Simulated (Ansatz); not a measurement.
`[OH][Cd][SH]` and `[NH2][Cd][OH]` differ in one atom or group.

Ansatz, PBE0-D4/def2-TZVP geometries, multiplicity 1. Each molecule was computed in one conformer, which needn't be the lowest.

Elements past krypton have def2 core potentials. Outer-core shells of Cd are correlated without core-valence functions. Spin–orbit coupling is left out.

```csv
property,`[OH][Cd][SH]`
"ideal-gas entropy at 298 K and 1 bar (rigid rotor, harmonic PBE0-D4/def2-TZVP) / J/(mol·K)",317
HOMO–LUMO gap (PBE/def2-TZVPP) / eV,3.90
HOMO energy (PBE0/def2-TZVPP) / eV,-7.35
vertical ionisation energy (CCSD(T)/def2-TZVPP) / eV,9.58
HOMO energy (PBE/def2-TZVPP) / eV,-6.15
zero-point energy (PBE0-D4/def2-TZVP) / kJ/mol,56.0
```

Q: Give the same properties after the change, and the shifts. (Estimate.)

A: The calculation gave: 
```
                                                                                  property  `[NH2][Cd][OH]`  shift
ideal-gas entropy at 298 K and 1 bar (rigid rotor, harmonic PBE0-D4/def2-TZVP) / J/(mol·K)              305    -12
                                                       HOMO–LUMO gap (PBE/def2-TZVPP) / eV             3.92   0.02
                                                        HOMO energy (PBE0/def2-TZVPP) / eV            -7.07   0.28
                                      vertical ionisation energy (CCSD(T)/def2-TZVPP) / eV             9.32  -0.26
                                                         HOMO energy (PBE/def2-TZVPP) / eV            -5.75   0.40
                                            zero-point energy (PBE0-D4/def2-TZVP) / kJ/mol             98.3   42.3
```

With PBE0 the HOMO rises by 0.28 eV and the LUMO rises by 0.41 eV, so the gap widens by about 0.13 eV. PBE moves the HOMO by 0.40 eV and ωB97M-V by 0.14 eV. The zero-point energy changes by 42.3 kJ/mol with +3 modes.
